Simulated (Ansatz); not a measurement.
Basis-set extrapolation for B₂H₇NSSi, SMILES `BB(N)S[SiH3]` (PBE0-D4/def2-TZVP geometry, frozen core, Ansatz). Multiplicity 1, RHF reference.

```tsv
	def2-TZVPP	def2-QZVPP
HF	-794.467637	-794.492725
MP2 correlation	-0.728755	-0.782079
CCSD(T) correlation	-0.821736	not run
```

Energies in hartree. Use E(X) = E(∞) + A·exp(−7.88·√X) for Hartree–Fock and E(X) = E(∞) + B·X^(−2.97) for correlation, with X = 3 and 4, and add CCSD(T) minus MP2 of the smaller set to the MP2 limit.

**Question.** What is the CCSD(T) energy at the basis-set limit?

**Answer.** HF limit: -794.492725 + (-0.025088) × 0.13774 = -794.49618. MP2 limit: -0.782079 + (-0.053324) × 0.74074 = -0.82158. Higher-order term: -0.821736 − (-0.728755) = -0.09298. Total: -795.41074 hartree, 318.6 kJ/mol below CCSD(T)/def2-TZVPP.
